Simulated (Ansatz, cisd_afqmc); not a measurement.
System: BH$_{3}$, charge 0, triplet. This triplet is an excited state, 3.8 eV above the singlet at CCSD(T)/cc-pV5Z (Ansatz, a first-principles code). BH3 (parent SMILES B, triplet).
B3LYP-D3(BJ)/def2-TZVP minimum from Ansatz:
```
B
H 1 1.1825
H 1 1.2791 2 118.60
H 3 1.1168 1 64.11 2 -105.34
```
Charge 0, spin multiplicity 3.

Total energies in cc-pVDZ, 6 correlated electrons, 1 frozen orbitals. Radicals and triplets start from unrestricted determinants; spin-orbit coupling is neglected. Cores are frozen in correlated methods. No relativity. AFQMC/CISD: phaseless, guided by CISD from CCSD amplitudes; bars are statistical, one sigma. Outlying blocks are dropped, and bars are widened where a walk drifts. Over all cases where full CI ran beside it in this data, AFQMC minus full CI had a median of +0.1 mEh and passed +0.4 mEh in a tenth of the cases. Full CI freezes restricted core orbitals and the other rows unrestricted ones, which leaves a small offset even where coupled cluster is exact. The spin of H3B (parent SMILES B, triplet) was assumed, and the state is the lowest solution found for it.

```
method         program        energy (Eh)  error against FCI (mEh)
----------  ----------  -----------------  -----------------------
HF              Ansatz          -26.26069                   109.01
MP2             Ansatz          -26.34537                    24.33
CCSD            Ansatz          -26.36717                     2.53
CCSD(T)         Ansatz          -26.36915                     0.55
CCSDT(Q)        Ansatz          -26.36970                     0.00
CCSDTQ          Ansatz          -26.36971                    -0.01
AFQMC/CISD  cisd_afqmc  -26.3698 ± 0.0001               -0.1 ± 0.1
FCI             Ansatz          -26.36970                     0.00
```

Rough core times of Ansatz's runs on a shared machine: CCSD(T) under 20 s, CCSDT(Q) under 20 s, CCSDTQ 30 s, FCI under 20 s.
